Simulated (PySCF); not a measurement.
Members of one series of related molecules.

All values: PBE0/def2-SVPD (PySCF) at GFN2-xTB geometries, gas phase, one conformer each. Core orbitals are frozen in the response; Δα² is half the sum of the squared differences of the principal polarisabilities.

Question: Rank by polarisability anisotropy Δα, lowest first.
A. `[N:1]#[C:2][Si:3]([NH2:4])([C:5]#[N:6])[C:7]([F:8])([F:9])[F:10]` with C2–Si3–N4–H -93° and 67°
B. `[CH3:1][CH2:2][O:3][Si:4]([NH2:5])([C:6]#[N:7])[C:8]#[N:9]` with C1–C2–O3–Si4 180°, C2–O3–Si4–N5 180°, O3–Si4–N5–H -73° and 72°
C. `[CH:1]#[C:2][Si:3]([NH2:4])([C:5]#[N:6])[C:7]#[N:8]` with C2–Si3–N4–H 74° and -74°
D. `[CH3:1][N:2]([CH3:3])[Si:4]([NH2:5])([C:6]#[N:7])[C:8]#[N:9]` with C1–N2–Si4–N5 -98°, N2–Si4–N5–H 51° and -161°
E. `[N:1]#[C:2][Si:3]([NH2:4])([SH:5])[C:6]#[N:7]` with C2–Si3–N4–H -94° and 61°, C2–Si3–S5–H -42°

Answer: B (1.36 Å³), E (1.97 Å³), A (2.36 Å³), D (2.65 Å³), C (2.94 Å³).

Question: Rank by mean static polarisability, highest first.
A. `C[Si](N)(C#N)C#N`
B. `N#C[Si](N)(N)C#N`
C. `N#C[Si](N)(C#N)C(F)(F)F`
D. `N[Si](S)(C#N)C#N`
E. `CCO[Si](N)(C#N)C#N`
F. `CN(C)[Si](N)(C#N)C#N`

Answer: F (13.79 Å³), E (12.98 Å³), D (12.09 Å³), C (11.12 Å³), A (10.81 Å³), B (10.15 Å³).

All values together:

| SMILES | formula | μ (D) | HOMO (eV) | LUMO (eV) | α (Å³) | Δα (Å³) | electrons | α per electron (Å³) |
| --- | --- | --- | --- | --- | --- | --- | --- | --- |
| CN(C)[Si](N)(C#N)C#N | C4H8N4Si | 5.32 | -7.37 | -1.22 | 13.79 | 2.65 | 74 | 0.186 |
| N#C[Si](N)(C#N)CF | C3H4FN3Si | 3.78 | -8.99 | -1.74 | 10.91 | 2.25 | 66 | 0.165 |
| N#C[Si](N)(S)C#N | C2H3N3SSi | 4.12 | -8.51 | -1.93 | 12.09 | 1.97 | 66 | 0.183 |
| N#C[Si](N)(C#N)N[SiH3] | C2H6N4Si2 | 5.12 | -8.48 | -1.49 | 13.72 | 1.16 | 74 | 0.185 |
| N#C[Si](N)(N)C#N | C2H4N4Si | 5.51 | -8.64 | -1.32 | 10.15 | 2.15 | 58 | 0.175 |
| CCO[Si](N)(C#N)C#N | C4H7N3OSi | 5.00 | -8.83 | -1.38 | 12.98 | 1.36 | 74 | 0.175 |
| N#C[Si](N)(C#N)C(F)(F)F | C3H2F3N3Si | 4.49 | -9.43 | -2.22 | 11.12 | 2.36 | 82 | 0.136 |
| C#C[Si](N)(C#N)C#N | C4H3N3Si | 5.45 | -8.85 | -1.90 | 12.02 | 2.94 | 62 | 0.194 |
| N#C[Si](N)(O)C#N | C2H3N3OSi | 3.92 | -8.87 | -1.75 | 9.40 | 2.42 | 58 | 0.162 |
| C[Si](N)(C#N)C#N | C3H5N3Si | 5.21 | -8.77 | -1.31 | 10.81 | 2.07 | 58 | 0.186 |

Conformers: `[CH3:1][N:2]([CH3:3])[Si:4]([NH2:5])([C:6]#[N:7])[C:8]#[N:9]` with C1–N2–Si4–N5 -98°, N2–Si4–N5–H 51° and -161°; `[N:1]#[C:2][Si:3]([NH2:4])([C:5]#[N:6])[CH2:7][F:8]` with C2–Si3–N4–H -57° and 153°, C2–Si3–C7–F8 -164°; `[N:1]#[C:2][Si:3]([NH2:4])([SH:5])[C:6]#[N:7]` with C2–Si3–N4–H -94° and 61°, C2–Si3–S5–H -42°; `[N:1]#[C:2][Si:3]([NH2:4])([C:5]#[N:6])[NH:7][SiH3:8]` with C2–Si3–N4–H 75° and -67°, C2–Si3–N7–Si8 -49°; `[N:1]#[C:2][Si:3]([NH2:4])([NH2:5])[C:6]#[N:7]` with C2–Si3–N4–H -146° and 61°, C2–Si3–N5–H 40° and -173°; `[CH3:1][CH2:2][O:3][Si:4]([NH2:5])([C:6]#[N:7])[C:8]#[N:9]` with C1–C2–O3–Si4 180°, C2–O3–Si4–N5 180°, O3–Si4–N5–H -73° and 72°; `[N:1]#[C:2][Si:3]([NH2:4])([C:5]#[N:6])[C:7]([F:8])([F:9])[F:10]` with C2–Si3–N4–H -93° and 67°; `[CH:1]#[C:2][Si:3]([NH2:4])([C:5]#[N:6])[C:7]#[N:8]` with C2–Si3–N4–H 74° and -74°; `[N:1]#[C:2][Si:3]([NH2:4])([OH:5])[C:6]#[N:7]` with C2–Si3–N4–H 93° and -58°, C2–Si3–O5–H 55°; `[CH3:1][Si:2]([NH2:3])([C:4]#[N:5])[C:6]#[N:7]` with C1–Si2–N3–H -170° and 43°.

Q: How closely does the mean polarisability follow the number of electrons in this set?

A: The correlation coefficient is 0.63; α per electron runs from 0.136 to 0.194 Å³.
